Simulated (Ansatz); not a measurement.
Li₅Sn⁻. Total charge -1; singlet. Geometry r2SCAN-D4/def2-TZVPD.

```xyz
6

Li    1.679   -1.787    1.875
Li   -1.240   -0.528    0.910
Li    1.036   -0.530   -1.136
Li   -2.268    0.186   -2.525
Li   -0.379    1.994   -0.426
Sn    1.172    0.664    1.302
```

In the def2 sets Sn takes a core potential; there is no spin–orbit coupling. The restricted singlet is unstable towards broken spin symmetry in Hartree–Fock (as tested in another run); at PBE-D4/def2-TZVPD, r2SCAN-D4/def2-TZVPD, PBE0-D4/def2-TZVPD, r2SCAN0-D4/def2-TZVPD and others this wasn't settled. At PBE-D4/def2-TZVPD, r2SCAN-D4/def2-TZVPD the highest occupied level of the charge -1 singlet lies above zero (up to 0.24 eV). The electron is either unbound and held by the finite basis, or the level is raised by self-interaction error. Another isomer (singlet) lies 0.35 eV lower at PBE0-D4/def2-TZVPD; other spin states weren't run for this one.

Q: Estimate the orbital energies around the gap (eV) in Ansatz with PBE-D4/def2-TZVPD, r2SCAN-D4/def2-TZVPD, PBE0-D4/def2-TZVPD, r2SCAN0-D4/def2-TZVPD, CAM-B3LYP-D4/def2-TZVPD.

A: 
```
orbital  PBE-D4/def2-TZVPD  r2SCAN-D4/def2-TZVPD  PBE0-D4/def2-TZVPD  r2SCAN0-D4/def2-TZVPD  CAM-B3LYP-D4/def2-TZVPD
 HOMO−5             -19.77                -20.30              -22.36                 -22.76                   -23.42
 HOMO−4              -5.87                 -6.14               -7.02                  -7.23                    -8.40
 HOMO−3              -0.88                 -0.99               -1.54                  -1.59                    -2.38
 HOMO−2              -0.57                 -0.63               -1.10                  -1.14                    -1.77
 HOMO−1              -0.06                 -0.12               -0.54                  -0.59                    -1.16
   HOMO               0.24                  0.22               -0.18                  -0.20                    -0.78
   LUMO               0.84                  0.99                1.27                   1.33                     1.86
 LUMO+1               1.08                  1.18                1.51                   1.54                     2.18
 LUMO+2               1.18                  1.27                1.60                   1.63                     2.27
 LUMO+3               1.34                  1.49                1.75                   1.82                     2.36
 LUMO+4               1.60                  1.87                2.02                   2.15                     2.54
 LUMO+5               1.66                  1.88                2.08                   2.19                     2.67
```
